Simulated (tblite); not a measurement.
C3H7BF2O.
Numbering: `[CH3:1][C@H:2]([CH2:3][OH:4])[B:5]([F:6])[F:7]` (hydrogens: H8, H9, H10 on C1; H11 on C2; H12, H13 on C3; H14 on O4)

Computed with GFN2-xTB (tblite), gas phase: L-BFGS steps from a force-field or distance-geometry start until the largest atomic force falls under 0.01 eV/Å.

Geometry at step 5:
```
atom  x, y, z in Å
C1     -1.2232   -1.0285   -0.2696
C2     -0.2541    0.1579   -0.3754
C3      1.1580   -0.2939    0.0393
O4      2.0831    0.7496   -0.1824
B5     -0.7463    1.3802    0.4977
F6     -1.0744    2.5430   -0.0239
F7     -0.9077    1.3005    1.8029
H8     -0.8957   -1.8458   -0.9078
H9     -1.2797   -1.3922    0.7526
H10    -2.2204   -0.7317   -0.5835
H11    -0.2082    0.4640   -1.4211
H12     1.1611   -0.5716    1.1017
H13     1.4528   -1.1740   -0.5496
H14     2.9539    0.4419    0.0968
```

Q: Give the atomic forces at this geometry.

A: 
```json
{"atom": "C1", "Fx (eV/Å)": "-0.055", "Fy (eV/Å)": "-0.086", "Fz (eV/Å)": "0.001"}
{"atom": "C2", "Fx (eV/Å)": "0.137", "Fy (eV/Å)": "-0.153", "Fz (eV/Å)": "-0.094"}
{"atom": "C3", "Fx (eV/Å)": "0.090", "Fy (eV/Å)": "-0.072", "Fz (eV/Å)": "0.015"}
{"atom": "O4", "Fx (eV/Å)": "-0.029", "Fy (eV/Å)": "0.025", "Fz (eV/Å)": "0.021"}
{"atom": "B5", "Fx (eV/Å)": "-0.020", "Fy (eV/Å)": "0.163", "Fz (eV/Å)": "0.072"}
{"atom": "F6", "Fx (eV/Å)": "-0.028", "Fy (eV/Å)": "-0.010", "Fz (eV/Å)": "0.109"}
{"atom": "F7", "Fx (eV/Å)": "0.003", "Fy (eV/Å)": "0.069", "Fz (eV/Å)": "-0.012"}
{"atom": "H8", "Fx (eV/Å)": "0.040", "Fy (eV/Å)": "-0.001", "Fz (eV/Å)": "-0.010"}
{"atom": "H9", "Fx (eV/Å)": "0.009", "Fy (eV/Å)": "0.022", "Fz (eV/Å)": "0.041"}
{"atom": "H10", "Fx (eV/Å)": "-0.002", "Fy (eV/Å)": "0.022", "Fz (eV/Å)": "0.005"}
{"atom": "H11", "Fx (eV/Å)": "0.092", "Fy (eV/Å)": "0.017", "Fz (eV/Å)": "-0.109"}
{"atom": "H12", "Fx (eV/Å)": "-0.091", "Fy (eV/Å)": "-0.042", "Fz (eV/Å)": "0.035"}
{"atom": "H13", "Fx (eV/Å)": "-0.086", "Fy (eV/Å)": "-0.054", "Fz (eV/Å)": "-0.027"}
{"atom": "H14", "Fx (eV/Å)": "-0.060", "Fy (eV/Å)": "0.098", "Fz (eV/Å)": "-0.048"}
```

The largest, 0.23 eV/Å, acts on C2; the rms over all components is 0.067 eV/Å. The forces sum to zero within rounding, as they must for an isolated molecule in no field.

Q: Give the force on C2 in Eh/bohr and in nN.

A: 0.226 eV/Å ÷ 51.422 = 0.00439 Eh/bohr, and 0.226 eV/Å × 1.602 = 0.36 nN.

Q: How far is this geometry from the end of the optimisation?

A: 0.019 eV above it, and 0.122 Å rms away after alignment. The bonds farthest from their final lengths, with half the difference of the two atoms' forces along the bond (positive lengthens):

```csv
bond,now (Å),final (Å),force along bond (eV/Å)
C2–B5,1.581,1.593,+0.19
C2–C3,1.540,1.536,-0.02
C2–H11,1.091,1.093,+0.03
O4–H14,0.965,0.963,-0.04
```

The angle farthest from its final value is C2–C3–O4, 110.0° against 107.9°.

The cost below is that of the whole relaxation. On an Arm Neoverse V1 with one thread, no GPU, shared host, this took 0.25 s.
